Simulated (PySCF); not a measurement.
**S⁺: excitation energy**

S⁺ [Ne] 3s2 3p3 (4S) → S⁺ [Ne] 3s1 3p3 4s1 (6S), as a difference of total energies. All numbers are calculated (PySCF 2.14, the spin-free X2C one-electron Hamiltonian (Gaussian nucleus), in aug-cc-pCVQZ-DK (10s9p7d5f3g, 134 functions)). Correlated levels: valence: [Ne] frozen; valence and next inner shell: 1s2 frozen; nothing frozen. The calculations carry no spin-orbit coupling.

```tsv
method	excitation energy (eV)
UHF	18.584
LDA	20.673
PBE	20.577
PBE0	20.504
r2SCAN	20.104
MP2 (valence)	20.262
SCS-MP2 (valence)	20.839
MP2 (valence and next inner shell)	20.486
SCS-MP2 (valence and next inner shell)	21.005
MP2 (all electrons)	20.481
SCS-MP2 (all electrons)	21.003
```

Task: How much does correlation contribute at MP2 (all electrons)?

Result: 20.481 − (18.584) = 1.897 eV, measured against UHF.

The promoted electron is Rydberg-like, and one or two diffuse shells describe it only roughly, which tends to raise the upper state.
